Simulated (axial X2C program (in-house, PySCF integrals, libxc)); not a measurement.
**Nuclear properties of SeO**

Calculated with an in-house all-electron X2C program for linear molecules (integrals from PySCF): two-component X2C with atomic mean-field Coulomb and Gaunt terms, Gaussian nuclei, basis Se dyall-cv3z, O dyall-av3z with contracted cores.

R = 1.635 Å (near the PBE0 minimum at charge 0 of the determinant lowest at the starting distance; the state shown can have its own minimum elsewhere).

Input and command:
```json
{"zs": [34, 8], "q": 0, "bas": ["dyall-cv3z", "dyall-av3z"], "r0": 1.64, "levels": ["PBE0", "HF", "BP86", "PBE50", "B3LYP"], "nst": 3}
```
```bash
python soeom.py task.json out
```

Keys: zs atomic numbers; q charge; bas basis sets; r0 starting distance in Å; levels methods; nst determinants followed.

Determinant lowest in the PBE0 search, Ω = 1 (⟨Sz⟩ = 1.00, ⟨Lz⟩ = 0.00 at PBE0), spin on the atoms Se 0.68, O 0.32:

```json
{"level": "PBE0", "Eeff magnitude (GV/cm)": "0.0807", "Ws magnitude Se (kHz)": "0.0283", "A∥/gI Se (MHz)": "-430", "qzz Se (a.u.)": "2.38", "A∥/gI O (MHz)": "-62.5", "qzz O (a.u.)": "0.83", "μ (D)": "-2.20"}
{"level": "HF", "Eeff magnitude (GV/cm)": "0.162", "Ws magnitude Se (kHz)": "0.147", "A∥/gI Se (MHz)": "-205", "qzz Se (a.u.)": "2.37", "A∥/gI O (MHz)": "-27.9", "qzz O (a.u.)": "0.68", "μ (D)": "-2.54"}
{"level": "BP86", "Eeff magnitude (GV/cm)": "0.173", "Ws magnitude Se (kHz)": "0.017", "A∥/gI Se (MHz)": "-439", "qzz Se (a.u.)": "2.51", "A∥/gI O (MHz)": "-83.6", "qzz O (a.u.)": "0.83", "μ (D)": "-2.01"}
{"level": "PBE50", "Eeff magnitude (GV/cm)": "0.00207", "Ws magnitude Se (kHz)": "0.0677", "A∥/gI Se (MHz)": "-384", "qzz Se (a.u.)": "2.32", "A∥/gI O (MHz)": "-47.8", "qzz O (a.u.)": "0.82", "μ (D)": "-2.35"}
{"level": "B3LYP", "Eeff magnitude (GV/cm)": "0.19", "Ws magnitude Se (kHz)": "0.0207", "A∥/gI Se (MHz)": "-394", "qzz Se (a.u.)": "2.65", "A∥/gI O (MHz)": "-65.4", "qzz O (a.u.)": "0.79", "μ (D)": "-2.20"}
```

Determinant 0.67 eV from it at PBE0 and this distance, Ω = 0 (closed shell), highest spinor 58% Se p, 29% O p, 6% Se d:

```tsv
level	qzz Se (a.u.)	qzz O (a.u.)	μ (D)
PBE0	2.37	0.86	-2.26
HF	1.90	0.82	-2.75
BP86	2.51	0.86	-2.08
PBE50	2.24	0.86	-2.43
B3LYP	2.50	0.85	-2.31
```

Eeff is the effective electric field on the electron electric dipole moment in this Ω state and Ws the scalar–pseudoscalar constant of the nucleus named (defined with the proton number Z and per Ω); A∥ (defined per Ω) follows by multiplying with gI = μI/(I μN); qzz is the electric field gradient, eQq0 = 234.96 MHz × Q/barn × qzz; μ is positive if the O end (last atom) is positive. The operators were transformed with the bare-nucleus X2C matrices; with these basis sets, hyperfine constants and field gradients can be off by tens of per cent, and where levels differ in sign neither size nor sign is settled.

With Q(17O) = -0.02558 barn (Q from Pyykkö, Mol. Phys. 2018), turn the PBE0 values of the first state into constants in MHz.

eQq0(17O) = 234.96 × (-0.02558) × (0.83) = -4.99 MHz.

Each state is one determinant with collinear spin, which with several unpaired electrons need not be a pure state. Unrestricted Hartree–Fock can overshoot spin polarisation at the nuclei. In the state Ω = 1 the sign of Eeff differs between levels (HF against PBE0). A closed determinant beside an open π² or δ² triplet, such as (π1/2)², mixes with its partner pair into the 0⁺ component of the triplet and ¹Σ⁺, so its energy is not that of a level, and 0⁺ can lie lowest. With several open shells hyperfine constants can be off by a factor of several. Where Eeff spreads by more than a factor of two the levels disagree and none is to be relied on. Open-shell Ω = 0 determinants with evenly filled partner blocks cannot be reached by this program, so the Ω shown need not be the lowest component. The search compared states at one distance, so a state with another bond length can lie lower. The sign of Ws at Se differs between levels in the first state. Further determinants of the search, some of them spin-mixed, are not shown. Where a field gradient or hyperfine factor spreads by more than a factor of two over the levels, a constant derived from it is not to be relied on. PBE0 term energies can be off by some tenths of an eV.
